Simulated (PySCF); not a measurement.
**A small calculation by hand: oscillator strength and radiative lifetime**

CH12N2Si3, SMILES [SiH3][SiH2][Si](N)(C)N.

Coordinates come from a PBE0-D3(BJ)/def2-SVP optimisation. The structure was generated by enumeration, and PubChem lists no compound with its InChIKey, so it may never have been made. Other conformers were not sampled.

TDA-PBE0/def2-SVPD run with PySCF 2.14.0 puts the first singlet state with f over 0.02 at 5.78 eV (vertical), with the transition dipole (0.321, 0.139, -0.187) in atomic units.

Q: Find the oscillator strength, the wavelength and the radiative lifetime that this transition would have in vacuum if emission retraced absorption.

A: 
|μ|² = 0.1573 au, so |μ| = 1.01 D. ΔE = 5.78/27.211 = 0.2124 hartree. f = (2/3) ΔE |μ|² = 0.022 (the program prints 0.022).
λ = 1239.84/5.78 = 215 nm; ν = 46619 cm⁻¹.
Einstein's coefficient A = 0.6670 ν² f s⁻¹ (ν in cm⁻¹) = 3.2e7 s⁻¹, so τ = 1/A = 31 ns. This state is S1. The figure is the radiative limit of this one transition; relaxation, internal conversion, crossing to triplets and a medium change what is measured.
